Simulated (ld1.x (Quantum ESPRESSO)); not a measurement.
**Ar: one change to an RRKJ potential, before and after**

Ar (Z = 18), norm-conserving RRKJ (Kleinman–Bylander form), made with ld1.x (Quantum ESPRESSO) 7.5 (PW91, scalar-relativistic). Core [Ne], reference 3s2 3p4 (charge +2). Waves: 3p (bound): rc 1.25 bohr; 3d channel at -0.15 Ry: rc 1.15 bohr; 3s (bound): rc 1.10 bohr. Local part: the s channel. Core correction: Bessel-smoothed model core inside 1.10 bohr.

Change: all radii but the core radius scaled by about 0.82 (s 0.90, p 1.02, d 0.94 bohr).

Cutoffs: the cutoffs (Ry, on a coarse ladder) from which the occupation-weighted sum of valence levels, in a spherical-Bessel basis at the reference potential, stays within 10 and 1 mRy of its value at 400 Ry; they do not see the model core or the augmentation charge, which bear on the density cutoff. Errors are all-electron minus pseudo energies relative to the spin-unpolarised reference configuration.

**Question.** How do hardness, ghosts and transferability respond?

**Answer.** The potential gets harder (80 Ry and 140 Ry → 160 Ry and 300 Ry); of the 6 tests that both files solve, the error grows in 4 and shrinks in 0 by more than 15 % and 0.3 meV (median size 20.3 → 23.8 meV); neither file shows a bound ghost. A smaller radius makes the pseudo-wave follow the all-electron one further in, where it bends more sharply, so more plane waves are needed. That the errors move this way runs against the usual rule that smaller radii transfer better.

```tsv
quantity	base	changed
cutoff, loose	80 Ry	160 Ry
cutoff, tight	140 Ry	300 Ry
loose cutoff by channel (10 mRy a level)	p 50 Ry, s 55 Ry	p 70 Ry, s 100 Ry
bound ghosts	none	none
error for 3s2 3p6, meV [ΔE -44.85 eV]	+33	+41
error for 3s2 3p5, meV [ΔE -28.73 eV]	+13	+16
error for 3s2 3p3, meV [ΔE 42.66 eV]	+17	+19
error for 3s2 3p5.5, meV [ΔE -38.27 eV]	+23	+28
error for 3s2 3p2, meV [ΔE 100.39 eV]	+102	+106
error for 3s1 3p6, meV [ΔE -14.12 eV]	+13	+17
```
